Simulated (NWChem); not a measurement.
CH₄OPb, singlet; SMILES C[O][PbH]

```xyz
7

Pb     0.0097    -0.4591     0.0000
H     -1.8302    -0.0792     0.0000
O      0.5470     1.5739     0.0000
C     -0.2924     2.6798     0.0000
H     -0.1058     3.3155     0.8883
H     -0.1058     3.3155    -0.8883
H     -1.3711     2.4208     0.0000
```
Atoms are numbered in this order, from 1.

Low-valent species are run as closed-shell singlets; no triplet was tried in these runs. Structure relaxed at the PBE0/def2-SVP level. def2 effective core potentials on Pb; no spin-orbit coupling.

Symmetry labels are those of Cs in the frame above (b1 and b2, or b-type labels, depend on it).

### Question
List the 6 lowest vertical singlet excitations from BHandHLYP/def2-SVP with def2 effective core potentials on Pb, full TDDFT (NWChem).

### Answer
```json
[
 {"state": "S1", "energy (eV)": "3.31", "oscillator strength": "0.013", "symmetry": "a\"", "leading excitation (squared amplitude)": "HOMO → LUMO (1.00)"},
 {"state": "S2", "energy (eV)": "3.91", "oscillator strength": "0.003", "symmetry": "a\"", "leading excitation (squared amplitude)": "HOMO−2 → LUMO (0.99)"},
 {"state": "S3", "energy (eV)": "4.45", "oscillator strength": "0.048", "symmetry": "a'", "leading excitation (squared amplitude)": "HOMO−1 → LUMO (0.93)"},
 {"state": "S4", "energy (eV)": "5.75", "oscillator strength": "0.041", "symmetry": "a'", "leading excitation (squared amplitude)": "HOMO → LUMO+1 (0.93)"},
 {"state": "S5", "energy (eV)": "5.98", "oscillator strength": "0.003", "symmetry": "a\"", "leading excitation (squared amplitude)": "HOMO−1 → LUMO+1 (0.95)"},
 {"state": "S6", "energy (eV)": "6.49", "oscillator strength": "0.168", "symmetry": "a'", "leading excitation (squared amplitude)": "HOMO−2 → LUMO+1 (0.89)"}
]
```
